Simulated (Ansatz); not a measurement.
System: C6H11, charge 0, multiplicity 2. It need not be the lowest isomer of its formula. 
Structure (B3LYP-D3(BJ)/def2-TZVP (Ansatz, a program for electronic structure) minimum search):
```xyz
17

C      1.9896    -1.2114    -0.4339
C      1.6772    -0.0108     0.4026
C      0.4647     0.6385     0.5676
C     -0.8064     0.3577     0.0848
C     -1.9254     1.3199     0.3408
C     -1.1809    -0.8511    -0.7192
H      1.4867    -1.1881    -1.4017
H      3.0629    -1.2766    -0.6175
H      1.6962    -2.1474     0.0572
H      2.5132     0.4108     0.9484
H      0.5220     1.5341     1.1814
H     -2.3617     1.6749    -0.6009
H     -2.7429     0.8402     0.8917
H     -1.5966     2.1907     0.9077
H     -1.1615    -0.6365    -1.7953
H     -0.5279    -1.7007    -0.5417
H     -2.2040    -1.1577    -0.4854
```
Charge 0, spin multiplicity 2.

Parts of the frozen-core correlation energy in cc-pwCVTZ (Ansatz, hartree). Frozen orbitals: 6; correlated occupied orbitals by spin: 18 and 17; virtual: 388 and 389. UHF or UKS for open shells. No spin-orbit coupling. No relativistic terms.

```tsv
term	value
reference (HF)	-233.65719
MP2 opposite-spin	-0.77134
MP2 same-spin	-0.22658
CCSD correlation	-1.06788
(T)	-0.04572
T1 diagnostic	0.021
largest doubles amplitude	0.053
<S^2> of the reference	0.949
```
